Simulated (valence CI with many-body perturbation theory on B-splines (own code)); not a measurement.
The 6-electron sequence from C to Ag41+

Method: relativistic CI+MBPT: four valence electrons over a frozen Dirac-Fock core [He], a basis of 11 s, 11 p, 9 d, 7 f, 5 g, 2 h, 1 i functions for each j, with the one-electron correlation potential Σ1, the two-electron term Σ2, the three-electron term Σ3, Breit, model QED; selected CI, second order for the rest, scaled by the run's own slope (own B-spline code, finite nucleus). Basis and details of the method differ along the sequence, and some ions are missing.

Excitation energies in eV above the lowest level of each ion. Labels name the leading LS component, so a column can jump where levels mix; a blank means that no level of the computed list carries the label, and where several do, the lowest of them is shown. The ionisation energies from NIST are mostly theoretical or semi-empirical. By estimate, excited configurations hold to about 0.1 % in light ions and 0.5 % in heavy ones, terms of the ground configuration to 0.5 to 2 %, and small fine-structure intervals to 10 cm⁻¹ or more; near the neutral end and where shells cross, configurations can be misplaced by 0.1 to 0.6 eV.

| Ion | Lowest level | IE (eV) | IE, NIST (eV) | 2s²2p² ¹D_2 | 2s²2p² ¹S_0 | 2s2p³ ⁵S°_2 | 2s2p³ ³D°_3 | 2s2p³ ³P°_1 | 2s2p³ ¹D°_2 | 2s2p³ ¹P°_1 |
| --- | --- | --- | --- | --- | --- | --- | --- | --- | --- | --- |
| C | 2s²2p² ³P_0 | 11.254 | 11.2603 | 1.271 | 2.694 | 4.175 | 7.948 |  |  |  |
| F3+ | 2s²2p² ³P_0 | 87.163 | 87.175 ± 0.017 | 3.140 | 6.658 | 9.182 | 18.34 | 21.74 | 28.40 | 31.94 |
| Al7+ | 2s²2p² ³P_0 | 284.69 | 284.64 ± 0.07 | 5.807 | 11.96 | 16.57 | 32.51 | 38.33 | 49.26 | 55.16 |
| S10+ | 2s²2p² ³P_0 | 504.79 | 504.55 ± 0.12 | 8.339 | 16.51 | 23.07 | 44.06 | 51.72 | 65.77 | 73.50 |
| K13+ | 2s²2p² ³P_0 | 786.82 | 786.3 ± 0.3 | 11.91 | 22.22 | 31.06 | 57.16 | 66.73 | 83.92 | 93.68 |
| Ti16+ | 2s²2p² ³P_0 | 1131.3 | 1130.2 ± 0.5 | 17.45 | 30.05 | 41.37 | 72.76 | 84.46 | 104.8 | 117.0 |
| Mn19+ | 2s²2p² ³P_0 | 1539 | 1537.2 ± 0.8 | 26.35 | 41.34 | 54.93 | 92.12 | 106.3 | 130.1 | 145.5 |
| Ni22+ | 2s²2p² ³P_0 | 2010.8 | 2008.1 ± 1.3 | 40.25 | 57.66 | 72.68 | 116.7 | 133.7 | 161.8 | 181.2 |
| Ga25+ | 2s²2p² ³P_0 | 2547.7 | 2543.9 ± 2 | 60.98 | 80.79 | 95.41 | 148.2 | 168.6 | 202.8 | 226.9 |
| Se28+ | 2s²2p² ³P_0 | 3150.9 | 3146 ± 3 | 90.41 | 112.6 | 123.6 | 188.4 | 212.6 | 219.6 | 285.6 |
| Rb31+ | 2s²2p² ³P_0 | 3821.5 | 3815 ± 4 | 66.80 | 155.3 | 157.7 | 239.6 | 267.7 | 276.1 | 360.6 |
| Nb35+ | 2s²2p² ³P_0 | 4822.9 | 4815 ± 5 | 104.3 | 233.2 | 213.7 | 329.0 | 362.6 | 372.0 | 492.4 |
| Ru38+ | 2s²2p² ³P_0 | 5656.5 | 5647 ± 6 | 141.9 | 310.8 | 265.0 | 415.5 | 468.7 | 463.0 | 620.5 |
| Ag41+ | 2s²2p² ³P_0 | 6562.9 | 6551 ± 7 | 189.3 | 408.4 | 326.2 | 522.1 | 578.8 | 574.1 | 778.9 |

(1) Does the computed ground configuration or its J change in this range?

Shares of the ionisation energy in eV, for some of the ions:

```csv
Ion,Σ1,Σ2,Σ3,Breit,QED
C,0.0553,-0.0101,-0.00646,-0.000497,0.000335
Al7+,0.214,-0.0178,-0.0416,-0.0637,0.00478
K13+,0.265,-0.0150,-0.0593,-0.305,0.0140
Mn19+,0.297,-0.0203,-0.0682,-0.893,0.0340
Ga25+,0.322,-0.0300,-0.0727,-1.98,0.0706
Rb31+,0.347,-0.0379,-0.0768,-3.69,0.121
Ru38+,0.375,-0.0434,-0.0831,-6.68,0.188
```

Results:

(1) No, it stays 2s²2p² with J = 0; its leading component is 94 % ³P at the start and 73 % ³P at the end, where the leading jj configuration holds 99 %.
